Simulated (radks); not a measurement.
Results of a calculation; reference values are marked as such.
Removal energies from the iridium ion Ir4+, [Xe] 4f14 5d(3/2: 4, 5/2: 1), by Delta-SCF beside the eigenvalue of the level emptied. Level of theory: Dirac Kohn-Sham, relativistic LDA (MacDonald-Vosko exchange, VWN5 correlation), spin-unpolarised, spherical densities, finite nucleus; Fermi nuclear charge, rms radius of each element as measured or else 0.836 A^(1/3) + 0.57 fm (a radial shooting solver on a logarithmic mesh with Libxc functionals). Sub-shells are occupied by j as written (lower j first in brackets).

removed from                                       final configuration  Delta-SCF (eV)  -eigenvalue (eV)
5d5/2                                     [Xe] 4f14 5d(3/2: 4, 5/2: 0)          56.942            49.830
5d3/2                                     [Xe] 4f14 5d(3/2: 3, 5/2: 1)          58.671            51.416
5p3/2         [Kr] 4d10 4f14 5s2 5p(1/2: 2, 3/2: 3) 5d(3/2: 4, 5/2: 1)          105.30            96.675
4f7/2                       [Xe] 4f(5/2: 6, 7/2: 7) 5d(3/2: 4, 5/2: 1)          122.13            108.13
